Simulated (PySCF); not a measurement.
A calculated (BP86, PySCF 2.14, cc-pVDZ-DK, the spin-free X2C one-electron Hamiltonian (Gaussian nucleus)) atom or ion has these occupied shells.

```csv
shell,electrons,orbital energy (eV),"rms radius, mean of both spins (bohr)"
1s α,1,-5900.4,0.0734
1s β,1,-5900.3,0.0734
2s α,1,-689.19,0.318
2s β,1,-687.71,0.318
2p α,3,-582.64,0.288
2p β,3,-581.50,0.288
3s α,1,-96.573,0.964
3s β,1,-92.638,0.964
3p α,3,-67.865,1.04
3p β,3,-63.983,1.04
3d α,4,-24.248,1.36
```

(1) Name the element and its charge.

Answers

(1) Cr²⁺ (chromium, charge +2), in [Ar] 3d4, high-spin 5D determinant.
